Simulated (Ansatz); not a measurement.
Ansatz (a program for electronic structure) job for C2H4F2Si, SMILES C=C(F)[SiH2]F, PBE/def2-TZVPD. Coordinates come from a TPSSh-D3(BJ)/def2-SVP optimisation. This is a generated structure with no PubChem entry under its InChIKey; it may be hypothetical. One conformer was computed; it need not be the lowest.

Ansatz 0.2 input:
```yaml
crystal:
  periodic: [false, false, false]
  atoms:
    - {symbol: C, position_ang: [-1.39040562, 1.20537056, -0.00000000]}
    - {symbol: C, position_ang: [-0.09904037, 0.86577196, 0.00000000]}
    - {symbol: F, position_ang: [0.86469354, 1.82638956, 0.00000000]}
    - {symbol: Si, position_ang: [0.59809469, -0.87974667, -0.00000000]}
    - {symbol: F, position_ang: [-0.68551613, -1.88563921, 0.00000000]}
    - {symbol: H, position_ang: [-2.14864752, 0.42047318, 0.00000000]}
    - {symbol: H, position_ang: [-1.70970599, 2.25106650, 0.00000000]}
    - {symbol: H, position_ang: [1.40455358, -1.12434724, -1.21874307]}
    - {symbol: H, position_ang: [1.40455357, -1.12434724, 1.21874306]}
basis:
  gaussian:
    orbitals: def2-TZVPD
hamiltonian:
  xc: {name: PBE}
```

It prints:

```
WARN ansatz: RAYON_NUM_THREADS=2 ignored (pool sized by the plan → 2); use --threads N
Functional definition: PBE
integrals: 0.16 GiB planned
1221 factors; their error is unknown
mean field: 1.14 GiB planned
mean field evaluation 1: about -15434.2405 eV, gradient 6.4e1 eV
mean field evaluation 2: about -15416.3852 eV, gradient 1.1e2 eV
mean field evaluation 4: about -15442.5881 eV, gradient 1.1e1 eV
mean field evaluation 8: about -15442.8438 eV, gradient 2.4e-1 eV
mean field evaluation 16: about -15442.8182 eV, gradient 2.3e-4 eV
mean field -15442.81820738 eV, -567.5131016030 hartree, gradient 6.5e-5 eV, S^2 0.000000; 0 other end points of the search recorded, 0 dependent functions left out
reference -15442.81826434 eV, -567.5131036962 hartree; 24, 24 occupied and 209, 209 virtual orbitals, 1221 factors
Total energy: -15442.81826434 eV, -567.5131036962 hartree
```

The run converged.
